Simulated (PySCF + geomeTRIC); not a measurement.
Species: [Nb(Cl)5] (charge 0, multiplicity 1).

**Question.** Give a relaxed geometry from BP86-D3(BJ)/def2-SVP in PySCF + geomeTRIC.

**Answer.** the end point of this relaxation.
Cartesian coordinates (Å) in one orientation:
```xyz
6

Nb    -0.003     0.000    -0.001
Cl    -0.180    -1.317     1.864
Cl     0.006    -0.966    -2.078
Cl     0.162     2.275     0.211
Cl    -2.332     0.179    -0.094
Cl     2.326    -0.177     0.092
```
